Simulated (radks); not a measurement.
Question: Excited configurations of the antimony ion Sb+: one electron is placed in a higher orbital outside [Kr] 4d10 5s2 5p1. The ground configuration is [Kr] 4d10 5s2 5p2. Calculated with a radial shooting solver on a logarithmic mesh with Libxc functionals: Dirac Kohn-Sham, PBE, spin-unpolarised, spherical densities, finite nucleus; open shells fill j = l - 1/2 first; Fermi nuclear charge, rms radius 4.6802 fm. Excitation = E - E(ground); binding = E(ion) - E, where the ion is the core of charge +2; n* = 2/sqrt(2 binding) in atomic units, and the quantum defect is n - n*.

| outer orbital | excitation (eV) | binding (eV) | n* | quantum defect | eigenvalue (eV) | <r> (bohr) |
|---|---|---|---|---|---|---|
| 4f5/2 | 12.750 | 3.634 | 3.870 | 0.130 | -2.498 | 8.142 |
| 5d3/2 | 9.359 | 7.025 | 2.783 | 2.217 | -4.706 | 4.522 |
| 5f5/2 | 13.865 | 2.520 | 4.647 | 0.353 | -1.859 | 13.67 |
| 6s1/2 | 8.328 | 8.057 | 2.599 | 3.401 | -6.246 | 5.300 |
| 6p1/2 | 10.107 | 6.277 | 2.944 | 3.056 | -4.828 | 6.359 |
| 6f5/2 | 14.585 | 1.799 | 5.500 | 0.500 | -1.395 | 20.70 |
| 7s1/2 | 12.042 | 4.342 | 3.540 | 3.460 | -3.444 | 9.828 |
| 7p1/2 | 12.772 | 3.612 | 3.881 | 3.119 | -2.841 | 11.38 |
| 7d3/2 | 13.873 | 2.512 | 4.655 | 2.345 | -1.980 | 15.57 |
| 7f5/2 | 15.050 | 1.335 | 6.386 | 0.614 | -1.064 | 29.21 |

Estimate the row for 6d3/2.

Answer: excitation (eV) 12.450; binding (eV) 3.935; n* 3.719; quantum defect 2.281; eigenvalue (eV) -2.998; <r> (bohr) 9.414. The Delta-SCF ionisation energy is 16.385 eV (NIST Atomic Spectra Database: 16.63 eV, measured). Self-interaction in the functional shifts the binding energies and quantum defects, so they are the method's values and not measured ones. Spin polarisation and multiplet splitting are left out, so open shells lie too high by an amount that depends on their filling.

Beside tabulated values, note that spin-unpolarised runs miss the spin-polarisation part of the exchange energy of open shells.
